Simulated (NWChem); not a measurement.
System: BeHSeBr; SMILES [SeH][Be][Br]

```xyz
4

Be    -0.0054     0.0475     0.0028
Br    -0.0997    -1.9110     0.0033
Se     0.1280     2.0711     0.0023
H     -1.3432     2.1721    -0.0036
```
Atoms are numbered in this order, from 1.

Level: PBE0/def2-SVP (NWChem), optimised geometry, unscaled harmonic frequencies. This build's default masses of Se (78.918 u) and Br (79.917 u) are each other's, which moves their modes by up to 0.6 %.

Q: List the harmonic frequencies with IR intensities, and the thermochemistry.

A: 
```csv
frequency (cm⁻¹),IR intensity (km/mol)
184,19.2
206,11.8
224,0.4
585,0.1
979,309.9
2437,4.0
```

```yaml
zero_point_energy: 6.6 kcal/mol
thermal correction to the enthalpy at 298.15 K (with zero-point energy): 10.1 kcal/mol
heat capacity Cv: 12.9 cal/(mol K)
entropy at 298.15 K and 1 atm (symmetry number 1): 73.3 cal/(mol K)
dipole_moment: 0.76 D
```

Rigid rotor and harmonic oscillator.
